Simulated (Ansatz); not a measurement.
A search over several starts for the lowest SCF solution of Pb3⁻ at the given spin, in a small basis.

```yaml
crystal:
  periodic: [false, false, false]
  atoms:
    - {symbol: Pb, position_ang: [0.608828, -1.770020, 0.584990]}
    - {symbol: Pb, position_ang: [0.839930, 0.546565, -1.085014]}
    - {symbol: Pb, position_ang: [-1.448758, 1.223445, 0.500014]}
basis:
  gaussian: {orbitals: def2-SVP}
total_charge: -1
magnetization: {spin_polarized: true, initial_magnetization: 1}
hamiltonian: {xc: pbe0, dispersion: d4}
output: {orbitals: {seedname: orbitals}}
```

```sh
$ ansatz run in.yaml --threads 4 --pin off --events-out ev --progress --plain --max-ram 3916MiB
```

Output, abridged:

```
Functional definition: PBE0
1043 factors; integrals over basis functions are off by at most 1.9e-4 eV
mean field evaluation 1: about -15747.5863 eV, gradient 5.6e0 eV
mean field evaluation 2: about -15747.3524 eV, gradient 7.1e0 eV
mean field evaluation 4: about -15747.8159 eV, gradient 4.5e-1 eV
mean field evaluation 8: about -15747.8387 eV, gradient 2.7e-1 eV
mean field evaluation 16: about -15747.8399 eV, gradient 4.8e-3 eV
mean field evaluation 32: about -15747.8399 eV, gradient 1.1e-5 eV
mean field evaluation 64: about -15747.8204 eV, gradient 3.3e-1 eV
mean field -15747.83988203 eV, -578.7224413954 hartree, gradient 9.5e-6 eV, S^2 0.778919; 7 other end points of the search recorded, 0 dependent functions left out
reference -15747.83990192 eV, -578.7224421262 hartree; 34, 33 occupied and 44, 45 virtual orbitals, 1043 factors
Total energy: -15747.96637237 eV, -578.7270898295 hartree
```

Hardware: 4 threads of Arm Neoverse V2 on a shared host. Wall time 7.5 s.

In the def2 sets Pb takes a core potential; there is no spin–orbit coupling. The structure comes from a short search, and lower isomers may exist.
